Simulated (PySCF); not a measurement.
OTi (SMILES [O]=[Ti]), triplet, at a GFN2-xTB geometry (such geometries of metal compounds can be far from the true shape). Base run: SCAN/def2-SVP in PySCF.

Input for PySCF:
```python
from pyscf import gto, scf, dft

mol = gto.M(
    atom='''
Ti   -0.000000   -0.000000   -0.447374
O     0.000000    0.000000    1.230280
''',
    basis='def2-svp',
    charge=0,
    spin=2,
    verbose=3,
)

mf = dft.UKS(mol)
mf.xc = 'scan'
mf.kernel()
```

Each row names what was changed in the base input (with any setting that the change needs).

| change | ΔE vs base (mEh) | grid points | electrons on the grid |
|---|---|---|---|
| base | 0.000 | 34992 | 30.00000 |
| grids.prune = dft.gen_grid.treutler_prune | 0.709 | 33128 | 30.00000 |
| grids.atom_grid = (75, 302) | 3.121 | 27336 | 30.00001 |
| grids.level = 4 | -0.862 | 58992 | 30.00000 |
| grids.atom_grid = (50, 194) | 21.813 | 12656 | 29.99994 |
| grids.atom_grid = (99, 590) | -0.612 | 59872 | 30.00000 |
| grids.level = 7 | 1.491 | 174944 | 30.00000 |
| grids.level = 5 | 0.020 | 88256 | 30.00000 |
| grids.radi_method = delley | 0.977 | 34584 | 30.00000 |
| grids.atom_grid = (30, 110) | -144.8 | 4872 | 30.00041 |
| grids.prune = off | 0.696 | 61712 | 30.00000 |

Open shells are given as the SCF converged; they aren't shown to be the lowest states, and a large step between rows can be another state.
